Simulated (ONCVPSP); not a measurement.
**Potentials for Te compared**

Generated with ld1.x 7.5 (TM, RRKJ, ultrasoft, PAW), atompaw 4.2 or ONCVPSP 4.0.1. The cutoff is in Ry: for ld1.x and atompaw files where the sum of valence levels is converged to 10 mRy in a Bessel basis, for ONCV files where the hardest occupied wave has 1 mHa per electron of residual kinetic energy. The error is the largest all-electron minus pseudo excitation energy over each file’s own four to seven test configurations (ionisations up to +4, promotions, holes and added fractions of an electron), all of which were solved. The labels leave out finer settings (local radius, basis sizes, second energies), which also bear on the numbers. Spin-polarised tests are not counted. The rows are a selection from randomly drawn settings: files with unsolved tests, undetermined cutoffs or missed reference levels are left out.

A true bound ghost makes a file unfit for plane-wave use even where its test errors are small: the radial tests pick states by their node count and pass the ghost by.

| potential | cutoff (Ry) | largest error (meV) | bound ghosts |
| --- | --- | --- | --- |
| ONCV, LDA (Perdew-Zunger), scalar-relativistic, rc 1.05/1.55/1.20 (spd), local smoothed, core correction yes, reference 4s2 4p6 4d10 5s2 5p2.5, qcut 8.7/8.3/14.5, projectors 2/2/2 | 304 | -22 | none |
| ONCV, LDA (Perdew-Wang 92), fully relativistic, rc 1.15/1.05/0.90 (spd), local smoothed, core correction yes, reference 4s2 4p6 4d10 5s2 5p1, qcut 9.1/16.4/10.3, projectors 2/2/1 | 156 | -2.4 | none |
| ONCV, LDA (Perdew-Wang 92), fully relativistic, rc 1.65/2.10 (sp), local smoothed, core correction yes, reference 5s2 5p2.5, qcut 3.3/3.6, projectors 2/2 | 39 | -397 | none |
| ONCV, PBE, scalar-relativistic, rc 1.50/2.35 (sp), local smoothed, core correction no, reference 5s2 5p4, qcut 4.1/3.6, projectors 2/3 | 46 | -92 | s |
| ONCV, PBE, scalar-relativistic, rc 1.90/1.80/1.10 (spd), local smoothed, core correction no, reference 4d10 5s2 5p2, qcut 3.1/3.7/15.5, projectors 2/2/2 | 103 | -367 | s |

(1) Fill in the row for Te: ONCV, LDA (Perdew-Zunger), scalar-relativistic, rc 1.20/1.40/1.55 (spd), local smoothed, core correction yes, reference 4s2 4p6 4d10 5s2 5p4, qcut 8.5/10.4/8.2, projectors 2/2/2.

## Answers

(1) cutoff 62 Ry, largest error +126 meV, bound ghosts: none.
